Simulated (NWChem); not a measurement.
Species: SiNH3, singlet; SMILES N[SiH]

```xyz
5

Si     0.1161    -0.6872     0.0000
H     -1.4100    -0.8864     0.0000
N      0.0170     1.0284     0.0000
H     -0.8303     1.5879     0.0000
H      0.8492     1.6100     0.0000
```
Atoms are numbered in this order, from 1.

Low-valent species are run as closed-shell singlets; no triplet was tried in these runs. All runs use the structure optimised with PBE0/def2-SVP.

 Unshifted, non-relativistic core excitations; the lowest 4 roots alone, so stronger bands may lie above.

Task: List the first Si K-edge excitations from BHandHLYP/def2-TZVP, restricted-window TDA (NWChem).

Result: 
```tsv
state	energy (eV)	dipole oscillator strength	leading excitation (squared amplitude)
S1	1820.0	0.0096	1s of atom 1 or its equivalents → LUMO (0.92)
S2	1823.3	0.0051	1s of atom 1 or its equivalents → LUMO+1 (0.74)
S3	1825.3	0.0028	1s of atom 1 or its equivalents → LUMO+4 (0.38)
S4	1826.8	0.0005	1s of atom 1 or its equivalents → LUMO+4 (0.46)
```
